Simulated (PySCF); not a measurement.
Nb(OH)2 (H2NbO2), SMILES [Nb]([OH])[OH] (connectivity only; charge and spin as stated), neutral, multiplicity 4.

Geometry optimised at PBE-D3(BJ)/def2-TZVP. The multiplicity is an assumed one; other spin states were not compared. The def2 effective core potentials stand for the cores of Nb; spin–orbit coupling is left out. Other conformers were not sampled.

These are PBE-D3(BJ)/def2-TZVP (PySCF 2.14.0) values and carry that method's errors.

Frequencies are harmonic and unscaled.

Modes within 1.5 cm⁻¹ of each other (mostly degenerate sets) share a row, with their intensities summed.

```
mode  ν (cm⁻¹)  IR (km/mol)  moving atoms (share of kinetic energy)
----  --------  -----------  --------------------------------------
1–2         18         68.1                 O 43 %, H 35 %, Nb 22 %
3–4        396        291.3                          H 64 %, O 32 %
5–6        448          0.0                          H 87 %, O 13 %
7          696          0.0                                  O 94 %
8          705        276.5                         O 69 %, Nb 27 %
9         3837        433.1                                  H 94 %
10        3839          0.0                                  H 94 %
```
